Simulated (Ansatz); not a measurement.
Gas-phase electronic energies from Ansatz, PBE0-D4/def2-TZVP geometries. CCSD(T)/CBS adds triple-zeta CCSD(T) − MP2 to the extrapolated MP2 energy (def2 sets, frozen cores). This one scheme is used for every species. DFT in def2-TZVPP. One conformer a species, not always the lowest.

Reaction (cleavage of the Si–B bond): `B[SiH](Cl)BN` + `O[SiH3]` → `B[SiH](Cl)O[SiH3]` + `BN`

CCSD(T)/CBS gives -28.8 kcal/mol.

Q: Another level gave -27.6 kcal/mol. Which?
A. B97M-V/def2-TZVPP
B. B2PLYP/def2-TZVPP
C. BHLYP-D4/def2-TZVPP
D. revPBE-D4/def2-TZVPP

A: A. B97M-V -27.6, BHLYP-D4 -32.4, B2PLYP -30.0, revPBE-D4 -23.2 kcal/mol.

Largest T1 diagnostic among the species: 0.013.

Leaving LDA and LC-ωPBE aside and taking each functional with its dispersion term where it has one, the values, not all of them listed here, spread over 9.4 kcal/mol, from BHLYP-D4 to PBE-D4. In def2-TZVPP, CCSD(T) changes the Hartree–Fock value by +7.1 kcal/mol (the triples alone add +1.0 kcal/mol) and MP2 by +5.7 kcal/mol. From PBE to PBE0 (25 % exact exchange), in def2-TZVPP and without D4, ΔE moves by −2.2 kcal/mol.
